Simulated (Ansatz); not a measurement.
C$_{4}$H$_{9}$Cl$_{3}$OSi (`CC(C)(C)O[Si](Cl)(Cl)Cl`), one more setting.

```yaml
crystal:
  periodic: [false, false, false]
  atoms:
    - {symbol: C, position_ang: [0.497291, -0.240044, -1.379070]}
    - {symbol: C, position_ang: [0.312207, -0.349213, 0.124170]}
    - {symbol: C, position_ang: [1.652587, -0.452502, 0.827688]}
    - {symbol: C, position_ang: [-0.586183, -1.518600, 0.485858]}
    - {symbol: O, position_ang: [-0.299920, 0.849559, 0.646416]}
    - {symbol: Si, position_ang: [-1.344692, 1.937195, 0.124414]}
    - {symbol: Cl, position_ang: [-0.524945, 3.210136, -1.235953]}
    - {symbol: Cl, position_ang: [-2.991889, 1.102025, -0.740071]}
    - {symbol: Cl, position_ang: [-1.930141, 3.013420, 1.735917]}
    - {symbol: H, position_ang: [-0.463146, -0.142051, -1.890659]}
    - {symbol: H, position_ang: [1.119247, 0.619608, -1.633901]}
    - {symbol: H, position_ang: [0.985970, -1.140518, -1.756518]}
    - {symbol: H, position_ang: [2.176117, -1.358057, 0.514463]}
    - {symbol: H, position_ang: [2.275958, 0.410846, 0.588211]}
    - {symbol: H, position_ang: [1.510872, -0.487930, 1.909100]}
    - {symbol: H, position_ang: [-0.125242, -2.457863, 0.172816]}
    - {symbol: H, position_ang: [-0.745150, -1.553381, 1.565043]}
    - {symbol: H, position_ang: [-1.556341, -1.431130, -0.006023]}
basis:
  gaussian: {orbitals: STO-3G}
magnetization: {spin_polarized: true, initial_magnetization: 0}
hamiltonian: {xc: {name: r2SCAN}, dispersion: d3bjatm}
```

```sh
$ ansatz run in.yaml --threads 4 --pin off --events-out ev --progress --plain --max-ram 66560MiB --backend cpu
```

It prints (some lines left out):

```
Functional definition: r2SCAN
  name "r2SCAN"
  cite "Furness, Kaplan, Ning, Perdew & Sun, J. Phys. Chem. Lett. 11, 8208 (2020) doi:10.1021/acs.jpclett.0c02405"
  cite "Furness, Kaplan, Ning, Perdew & Sun, J. Phys. Chem. Lett. 11, 9248 (2020) doi:10.1021/acs.jpclett.0c03077"
  parent r2scan
  parameter k0 = 0.174
  parameter k1 = 0.065
  parameter a1 = 4.9479
  exchange = r2scan_x(k0 = k0, k1 = k1, a1 = a1)
  correlation = r2scan_c
888 factors; integrals over basis functions are off by at most 3.1e-5 eV
mean field evaluation 1: about -51203.9090 eV, gradient 2.6e1 eV
mean field evaluation 2: about -51202.6692 eV, gradient 3.1e1 eV
mean field evaluation 4: about -51208.8712 eV, gradient 1.6e0 eV
mean field evaluation 8: about -51208.7575 eV, gradient 5.8e-2 eV
mean field -51208.75752058 eV, -1881.8871283388 hartree, gradient 7.5e-5 eV, S^2 0.000000; 0 other end points of the search recorded, 0 dependent functions left out
reference -51208.75752859 eV, -1881.8871286330 hartree; 53, 53 occupied and 17, 17 virtual orbitals, 888 factors
Total energy: -51208.95017982 eV, -1881.8942084351 hartree
```

Hardware: 4 threads of an AMD EPYC 7R13 on a shared host. Wall time 3.2 s, peak host memory 1.1 GiB.
